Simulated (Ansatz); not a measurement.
A structure relaxed at PBE0-D4/def2-TZVP, charge 0, multiplicity 1:

Cartesian coordinates in Å:
```
O 0.137 0.746 0.825
B 0.030 0.008 -0.285
Br 0.433 0.815 -1.964
Br -0.517 -1.836 -0.208
H -0.083 0.267 1.631
```

Give its formula and SMILES.

BBr2HO, `OB(Br)Br`.

Point group (tolerance 0.08 Å, 0.16 Å for H)?

Cs.

Summarise the bond lengths by kind.

1 × B–O 1.337 Å; 1 × H–O 0.963 Å; 2 × B–Br 1.906 to 1.925 Å.

Program: Ansatz 0.2.0.
